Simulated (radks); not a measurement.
The numbers below are computed, except where a source is named.
Valence configurations of As3+ (all share [Ar]). Level of theory: scalar-relativistic Kohn-Sham, r2SCAN, spin-unpolarised, spherical densities, finite nucleus; meta-GGA in the generalised Kohn-Sham scheme; Fermi nuclear charge, rms radius 4.0968 fm (a radial shooting solver on a logarithmic mesh with Libxc functionals). Energies are relative to 3d10 4s2; eigenvalues in eV.

valence          E (eV)    e(3d)    e(4p)    e(4s)
3d10 4s2          0.000  -75.921        -  -44.730
3d10 4s1 4p1     12.059  -77.494  -33.443  -45.404
3d9.5 4s2 4p0.5  22.751  -81.938  -34.249  -46.732
3d10 4p2         23.969  -79.036  -34.128        -
3d9 4s2 4p1      47.720  -88.071  -35.830  -48.663
3d9 4s1 4p2      60.521  -89.556  -36.546  -49.324
3d8.5 4s2 4p1.5  75.009  -94.311  -37.342  -50.542
3d8 4s2 4p2      104.70  -100.66  -38.807  -52.376

NIST lists [Ar] 3d10 4s2 as the ground configuration; this level of theory agrees among the configurations tried. The energies are those of spherical spin-averaged densities, not of single terms.
